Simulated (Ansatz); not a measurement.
```yaml
crystal:
  periodic: [false, false, false]
  atoms:
    - {symbol: C, position_ang: [-0.822103, 0.527817, 0.098232]}
    - {symbol: C, position_ang: [-0.091348, -0.473660, 0.889691]}
    - {symbol: Sn, position_ang: [1.770914, -1.324513, -0.024620]}
    - {symbol: O, position_ang: [1.736227, -0.226434, -1.649618]}
    - {symbol: H, position_ang: [-1.121715, 0.162186, -0.853663]}
    - {symbol: H, position_ang: [-1.708919, 0.902286, 0.583206]}
    - {symbol: H, position_ang: [-0.188201, 1.440155, -0.091020]}
    - {symbol: H, position_ang: [-0.667018, -1.354576, 1.095562]}
    - {symbol: H, position_ang: [0.206064, -0.151045, 1.865998]}
    - {symbol: H, position_ang: [0.999377, 0.315857, -1.729330]}
basis:
  gaussian: {orbitals: x2c-TZVPPall}
magnetization: {spin_polarized: true, initial_magnetization: 1}
hamiltonian: {xc: {name: B2GP-PLYP}}
scf: {lower_state_search: off}
output: {forces: true}
```

```sh
$ ansatz run in.yaml --threads 2 --pin off --events-out ev --progress --plain --max-ram 32768MiB --backend cpu
```

It prints (some lines left out):

```
Error: a molecule whose nuclei and cores have a total charge of 76 cannot have a net charge of 0 together with 1 unpaired electrons
```

Something in this input is off. What?

The number of unpaired electrons doesn't fit the electron count. The input was rejected before any iteration.
